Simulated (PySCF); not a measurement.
**A single-point calculation**

TmCl3(H2O) (singlet in the valence; each metal's 4f electrons, 12 of them, lie in its core potential, out of spins and levels). PySCF 2.14.0, RKS PBE0, Tm lcecp-1-SVP with ECP58, Cl def2-SVP, O def2-SVP, H def2-SVP; non-relativistic Hamiltonian with scalar-relativistic core potentials where named; density fitting; no spin-orbit coupling. The geometry is an unrelaxed template.

```python
mol = gto.M(atom='''
Tm     0.00000     0.00000     0.00000
Cl     1.48730     1.48730     1.48730
Cl    -1.48730    -1.48730     1.48730
Cl     1.48730    -1.48730    -1.48730
O     -1.39140     1.39140    -1.39140
H     -1.73210     2.27650    -1.18760
H     -1.73210     1.18760    -2.27650''',
    basis={'Tm': 'lcecp-1-SVP', 'Cl': 'def2-SVP', 'O': 'def2-SVP', 'H': 'def2-SVP'},
    ecp={'Tm': 'lcecp-1-SVP'},
    charge=0, spin=0)
mf = dft.RKS(mol, xc='PBE0')
mf.grids.atom_grid = (50, 194)  # f atoms: unpruned, at least (60, 302)
mf = mf.density_fit()  # fitting sets: Tm AutoAux, Cl def2-universal-JKFIT, O def2-universal-JKFIT, H def2-universal-JKFIT
mf.conv_tol = 1e-08; mf.max_cycle = 55
mf.kernel(dm0)  # dm0: free metal ions and neutral atoms
```

Run from Python with OMP_NUM_THREADS=2; the lines above give its settings. Where DIIS fails, smearing, a level shift and second-order steps follow.
It took 3.9 s on 2 threads of Arm Neoverse V2 (shared host), peak memory 0.58 GiB.

Where do the frontier levels lie, over both spins?

HOMO -8.08 eV, LUMO -1.76 eV. The 4f levels lie in the core potential and are missing.

What does the SCF print?


```
init E= -1509.70999101408
cycle= 1 E= -1495.05258512693  delta_E= 14.7  |g|= 0.685  |ddm|=  2.8
cycle= 2 E= -1495.06180856753  delta_E= -0.00922  |g|= 0.48  |ddm|= 1.09
cycle= 3 E= -1495.10581244934  delta_E= -0.044  |g|= 0.202  |ddm|= 0.723
cycle= 4 E= -1495.11734409918  delta_E= -0.0115  |g|= 0.0153  |ddm|= 0.258
...
cycle= 8 E= -1495.11741836448  delta_E= -1.27e-08  |g|= 2.22e-05  |ddm|= 0.000286
cycle= 9 E= -1495.11741836461  delta_E= -1.39e-10  |g|= 7.71e-06  |ddm|= 3.56e-05
Extra cycle  E= -1495.11741836461  delta_E= 1.82e-12  |g|= 7.22e-06  |ddm|= 1.82e-05
converged SCF energy = -1495.11741836461
```

What are the Mulliken charges and spins?


| atom | charge (e) | spin (e) |
| --- | --- | --- |
| Tm1 | 0.913 | 0.000 |
| Cl2 | -0.367 | 0.000 |
| Cl3 | -0.372 | 0.000 |
| Cl4 | -0.367 | 0.000 |
| O5 | -0.298 | 0.000 |
| H6 | 0.246 | 0.000 |
| H7 | 0.246 | 0.000 |
The spin of the 4f electrons in the core isn't counted.

An lcecp potential fixes the number of 4f electrons, so in runs with it no electron can move into or out of that shell.
